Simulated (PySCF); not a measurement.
C₈H₁₃NO.
Geometry (GFN2-xTB, Å), atoms numbered from 1 in this order:
```
atom  x, y, z in Å
C1     1.7382   -0.6094    1.5259
C2     1.0875   -0.3767    0.3943
C3     1.7848    0.2717   -0.7625
N4     2.4595    1.3985   -0.4272
O5     1.7655   -0.1498   -1.8991
C6    -0.3537   -0.7664    0.1806
C7    -0.4457   -1.9738   -0.7575
C8    -1.1293    0.4062   -0.3878
C9    -1.5798    1.5071    0.5241
C10   -2.5831    0.5611   -0.0640
H11    2.7787   -0.3597    1.6542
H12    1.2608   -1.0969    2.3605
H13    2.9608    1.8962   -1.1444
H14    2.4486    1.7650    0.5070
H15   -0.7824   -1.0367    1.1524
H16   -1.4891   -2.2194   -0.9408
H17    0.0483   -2.8355   -0.3144
H18    0.0362   -1.7439   -1.7035
H19   -0.8135    0.6860   -1.3851
H20   -1.5573    2.5240    0.1625
H21   -1.3531    1.4174    1.5764
H22   -3.2469    0.9285   -0.8316
H23   -3.0396   -0.1666    0.5901
```

NICS is the negative of the GIAO shielding at a point without a nucleus: at the ring centre (0) and 1 Å above and below it (1); zz is the component along the ring normal. Level: GIAO PBE0/pcSseg-1 (PySCF, non-relativistic, gas phase) on the GFN2-xTB geometry, one conformer.

Ring bond lengths (Å), with Mayer bond orders in brackets: C8–C9 1.499 (0.95), C9–C10 1.499 (0.99), C10–C8 1.497 (0.96).

Give the NICS values of each ring in ppm.

```tsv
ring	type	NICS(0)	NICS(1), two faces	NICS(1)zz, two faces	rms pucker (Å)	centre to ring atoms, mean (Å)
C8–C9–C10	3-membered carbocycle; formal bonds all single	-43.8	-8.7 / -8.8	-21.1 / -23.5	0.00	0.87
```

What can be read from them?

- C8–C9–C10: mean NICS(1)zz -22.3 ppm, shielded. C8, C9, C10 have four or more neighbours, so the value isn't read as a sign of a π ring current. NICS(0) lies 35 ppm below the mean NICS(1).

List the ring angles and the Hirshfeld charges of the ring atoms.

- C8–C9–C10: C8 60.0° (-0.041 e), C9 59.9° (-0.097 e), C10 60.0° (-0.090 e); sum 180.0° against 180° for a flat convex ring.
